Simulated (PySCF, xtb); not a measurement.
CHI2, SMILES I[CH]I (connectivity only; charge and spin as stated), charge +1, multiplicity 1.

Harmonic wavenumbers (cm⁻¹) from GFN2-xTB (xtb) at its own minimum, in rising order: 141, 571, 647, 835, 1131, 2928.

Task: What does PBE-D3(BJ)/def2-SVP in PySCF give at its own minimum? (Estimate from the structure and the level; the computed values follow.)

Result: 147, 534, 690, 791, 1146, 3100. Paired by order, the mean absolute difference is 53 cm⁻¹ and the zero-point energies are 8.9 and 9.2 kcal/mol.
